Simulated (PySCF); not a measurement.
## Krypton: highly charged ions in a basis for the neutral atom

Kr⁹⁺ [Ar] 3d9, Kr¹⁰⁺ [Ar] 3d8. Computed with PySCF 2.14 in 6-31G* (5s4p3d, 32 functions), with the non-relativistic Hamiltonian (point nucleus). No spin-orbit coupling, so a gap to NIST mixes the basis error with missing relativistic terms.

Changed run: basis of the neutral atom used for a highly charged ion. This setting is unsound on purpose.

```csv
species,method,sound run (hartree),changed run (hartree),converged
Kr⁹⁺,UHF,not run,-2725.09302,yes
Kr⁹⁺,B3LYP,not run,-2726.41501,yes
Kr⁹⁺,r2SCAN,not run,-2726.41959,yes
Kr¹⁰⁺,UHF,not run,-2715.16748,yes
Kr¹⁰⁺,B3LYP,not run,-2716.42538,yes
Kr¹⁰⁺,r2SCAN,not run,-2716.45481,yes
```

Ionisation energy of Kr⁹⁺:

```json
{"method": "UHF", "changed run (eV)": "270.09", "NIST (eV)": "268 ± 3"}
{"method": "B3LYP", "changed run (eV)": "271.83", "NIST (eV)": "268 ± 3"}
{"method": "r2SCAN", "changed run (eV)": "271.16", "NIST (eV)": "268 ± 3"}
```

The contracted functions were made for the neutral atom and can be too rigid for a highly charged ion.
